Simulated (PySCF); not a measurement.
Record of a relaxation.

Compound: C3H6BrFO.
Atom-mapped SMILES: `[CH3:1][C@@H:2]([OH:3])[C@@H:4]([F:5])[Br:6]` (hydrogens: H7, H8, H9 on C1; H10 on C2; H11 on O3; H12 on C4)

Method: PySCF, PBE0-D3(BJ)/def2-SVP geometry optimisation, gas phase; density fitting, grid level 1; the optimiser is geomeTRIC in internal coordinates, started from a GFN2-xTB structure. 6 of its 8 geometries are shown. The frame can shift and turn from step to step; on so coarse a grid that alone can change the energy by a few meV, and forces under 0.02 eV/Å are noise.

Step 0: E = -77988.0983 eV, largest atomic force 0.869 eV/Å
```
atom  x, y, z in Å  |  force x, y, z in eV/Å
C1      1.182    0.032   -0.653   -0.319   0.042   0.644
C2      0.229    0.107    0.538   -0.346   0.347  -0.718
O3     -0.073    1.419    0.904    0.002   0.066   0.124
C4     -1.035   -0.721    0.260   -0.033   0.163   0.552
F5     -1.787   -0.863    1.373    0.154   0.111  -0.027
Br6    -2.151    0.157   -1.096    0.105  -0.076  -0.033
H7      0.703    0.416   -1.553   -0.170   0.119  -0.336
H8      2.059    0.638   -0.444    0.349   0.215   0.085
H9      1.499   -0.993   -0.831    0.177  -0.440  -0.167
H10     0.699   -0.335    1.426    0.013  -0.239   0.112
H11    -0.519    1.864    0.169    0.018  -0.213   0.010
H12    -0.804   -1.721   -0.119    0.049  -0.095  -0.245
```

Step 1: E = -77988.1250 eV, largest atomic force 0.360 eV/Å
```
atom  x, y, z in Å  |  force x, y, z in eV/Å
C1      1.083    0.252   -0.795    0.052   0.016  -0.048
C2      0.240    0.235    0.465   -0.100  -0.295   0.180
O3     -0.348    1.457    0.772    0.017   0.030  -0.058
C4     -0.783   -0.901    0.466    0.130   0.044  -0.050
F5     -1.326   -1.045    1.685   -0.075   0.013  -0.004
Br6    -2.213   -0.539   -0.833   -0.015   0.026   0.012
H7      0.492    0.564   -1.670   -0.014  -0.020   0.032
H8      1.912    0.961   -0.663   -0.018   0.023  -0.047
H9      1.509   -0.743   -1.004    0.012   0.058  -0.010
H10     0.885   -0.022    1.327    0.004   0.064  -0.047
H11    -1.050    1.608    0.123    0.011   0.021   0.007
H12    -0.348   -1.858    0.139   -0.005   0.020   0.033
```

Step 3: E = -77988.1324 eV, largest atomic force 0.053 eV/Å
```
atom  x, y, z in Å  |  force x, y, z in eV/Å
C1      1.078    0.247   -0.798   -0.011  -0.004   0.000
C2      0.247    0.219    0.475    0.027   0.023  -0.039
O3     -0.330    1.451    0.772   -0.012   0.009   0.031
C4     -0.782   -0.903    0.474   -0.024   0.017   0.002
F5     -1.355   -1.027    1.683    0.002   0.008   0.004
Br6    -2.195   -0.531   -0.845    0.014  -0.005   0.006
H7      0.455    0.534   -1.658   -0.003  -0.015  -0.013
H8      1.880    0.991   -0.692   -0.013   0.014   0.005
H9      1.536   -0.729   -1.017    0.009  -0.006   0.013
H10     0.903   -0.021    1.332    0.003  -0.037  -0.001
H11    -1.027    1.609    0.120    0.003   0.001  -0.008
H12    -0.357   -1.870    0.166    0.007  -0.006   0.002
```

Step 4: E = -77988.1334 eV, largest atomic force 0.081 eV/Å
```
atom  x, y, z in Å  |  force x, y, z in eV/Å
C1      1.075    0.245   -0.801   -0.018   0.005   0.004
C2      0.250    0.216    0.475    0.025   0.067  -0.038
O3     -0.324    1.450    0.776    0.003  -0.015   0.020
C4     -0.783   -0.901    0.477   -0.043  -0.008   0.004
F5     -1.360   -1.016    1.685    0.012   0.003   0.002
Br6    -2.191   -0.531   -0.847    0.006  -0.006   0.003
H7      0.444    0.517   -1.662    0.003  -0.013  -0.009
H8      1.865    1.002   -0.702   -0.003   0.005   0.000
H9      1.546   -0.726   -1.016    0.007  -0.004   0.017
H10     0.908   -0.026    1.329    0.003  -0.031   0.001
H11    -1.019    1.613    0.122    0.001  -0.001  -0.006
H12    -0.360   -1.871    0.176    0.003  -0.004   0.002
```

Step 6: E = -77988.1345 eV, largest atomic force 0.030 eV/Å
```
atom  x, y, z in Å  |  force x, y, z in eV/Å
C1      1.070    0.239   -0.811   -0.005   0.000  -0.001
C2      0.254    0.215    0.469   -0.004   0.029   0.009
O3     -0.312    1.451    0.779    0.011  -0.015  -0.012
C4     -0.786   -0.896    0.486   -0.005  -0.011   0.002
F5     -1.358   -0.993    1.698    0.005  -0.003   0.003
Br6    -2.197   -0.532   -0.836   -0.002   0.001   0.004
H7      0.431    0.472   -1.677    0.001  -0.004   0.000
H8      1.838    1.020   -0.730    0.004  -0.004  -0.006
H9      1.568   -0.724   -1.001    0.003   0.001   0.003
H10     0.919   -0.034    1.317   -0.004   0.003   0.002
H11    -1.003    1.624    0.124   -0.001   0.001   0.001
H12    -0.369   -1.871    0.194   -0.003   0.003  -0.003
```

Step 7: E = -77988.1346 eV, largest atomic force 0.023 eV/Å
```
atom  x, y, z in Å  |  force x, y, z in eV/Å
C1      1.067    0.234   -0.816    0.007  -0.006  -0.003
C2      0.255    0.218    0.467   -0.009  -0.016   0.014
O3     -0.308    1.455    0.774    0.006   0.006  -0.012
C4     -0.787   -0.892    0.491    0.015   0.003   0.002
F5     -1.349   -0.987    1.708    0.000  -0.002   0.003
Br6    -2.205   -0.529   -0.822   -0.006   0.002   0.002
H7      0.426    0.452   -1.684   -0.003   0.001   0.002
H8      1.832    1.020   -0.745   -0.001  -0.001  -0.004
H9      1.572   -0.728   -0.994   -0.001   0.001  -0.004
H10     0.922   -0.031    1.313   -0.004   0.012   0.002
H11    -1.000    1.627    0.121   -0.002  -0.001   0.002
H12    -0.372   -1.869    0.198   -0.002   0.003  -0.003
```

**Question.** Summarise the path.

**Answer.** The energy falls by 0.0363 eV from step 0 to step 7; nine tenths of that is first reached at step 3. It falls at every step. The largest force goes from 0.869 to 0.023 eV/Å. Among the bonds C1–H9 changes most (a near tie, within 0.001 Å, with another), from 1.087 to 1.101 Å; the atoms move by 0.063 Å rms after alignment.

**Question.** Follow the three bonds and two angles with the largest change from start to end.

**Answer.** 
```
step  E above end (eV)  largest force (eV/Å)  C1–H9 (Å)  C2–C4 (Å)  C1–H8 (Å)  C4–C2–H10 (°)  C1–C2–C4 (°)
   0            0.0363                 0.869      1.087      1.537      1.087          106.3         110.2
   1            0.0095                 0.360      1.102      1.528      1.099          102.5         112.4
   2            0.0042                 0.093      1.101      1.524      1.099          103.4         112.5
   3            0.0022                 0.053      1.101      1.523      1.099          104.0         112.5
   4            0.0012                 0.081      1.101      1.521      1.099          104.0         112.6
   5            0.0003                 0.066      1.101      1.522      1.099          103.9         112.8
   6            0.0001                 0.030      1.101      1.522      1.099          103.8         112.8
   7            0.0000                 0.023      1.101      1.523      1.099          103.7         112.7
```

What follows is the cost of the whole optimisation. On an Arm Neoverse V2 with one thread, shared host, this took 39 s of wall time and 0.62 GiB of memory at its peak.
